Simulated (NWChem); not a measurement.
# CH$_{5}$FSi; SMILES FC[SiH3]

```xyz
8

F     -0.3848     1.6099     0.0000
C      0.6318     0.6556     0.0000
Si    -0.1345    -1.0973     0.0000
H      1.2779     0.8043    -0.8960
H      1.2779     0.8043     0.8960
H     -0.9851    -1.2753     1.2247
H     -0.9851    -1.2753    -1.2247
H      0.9712    -2.1192     0.0000
```
Atoms are numbered in this order, from 1.

All runs: NWChem. Pople sets run with spherical d functions. All runs use the structure optimised with PBE-D3(BJ)/def2-SVP. Vertical excitations in the gas phase; the lowest state need not have the same character in each row.

**Question.** Order these by “lowest excitation, singlet (eV)”, lowest first: B3LYP/6-31+G*, full TDDFT; PBE0/6-31+G*, full TDDFT; PBE/6-31+G*, full TDDFT; BHandHLYP/6-31+G*, full TDDFT.

**Answer.** PBE/6-31+G*, full TDDFT (6.70), B3LYP/6-31+G*, full TDDFT (7.35), PBE0/6-31+G*, full TDDFT (7.56), BHandHLYP/6-31+G*, full TDDFT (8.14)
